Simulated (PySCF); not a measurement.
C3H2ClF3, SMILES F/C=C(/Cl)C(F)F.

Geometry optimised at B3LYP-D3(BJ)/def2-SVP. The values are those of a single conformer.

Method: TDA-PBE/def2-SVPD (PySCF).

Vertical excitations. The molecule is in vacuum.

| state | energy (eV) | λ (nm) | f | main pairs |
|---|---|---|---|---|
| S1 | 5.60 | 222 | 0.001 | HOMO→LUMO+1 99 % |
| S2 | 6.24 | 199 | 0.021 | HOMO−1→LUMO 90 % |
| S3 | 6.25 | 198 | 0.177 | HOMO→LUMO 67 %, HOMO−3→LUMO 13 % |
| S4 | 6.81 | 182 | 0.004 | HOMO−2→LUMO 73 %, HOMO→LUMO+2 27 % |
| S5 | 6.88 | 180 | 0.008 | HOMO→LUMO+2 70 %, HOMO−2→LUMO 25 % |
| S6 | 7.05 | 176 | 0.004 | HOMO−1→LUMO+1 95 % |
| S7 | 7.34 | 169 | 0.005 | HOMO→LUMO+3 98 % |
| S8 | 7.57 | 164 | 0.011 | HOMO−2→LUMO+1 92 % |
| S9 | 7.66 | 162 | 0.008 | HOMO→LUMO+4 94 % |
| S10 | 7.85 | 158 | 0.055 | HOMO−3→LUMO 39 %, HOMO−5→LUMO 24 %, HOMO→LUMO+5 22 % |
| T1 | 3.94 | 315 | 0 | HOMO→LUMO 98 % |
| T2 | 5.09 | 244 | 0 | HOMO→LUMO+1 100 % |
| T3 | 6.04 | 205 | 0 | HOMO−1→LUMO 99 % |
| T4 | 6.53 | 190 | 0 | HOMO−1→LUMO+1 97 % |
Triplets are in the Tamm–Dancoff approximation.
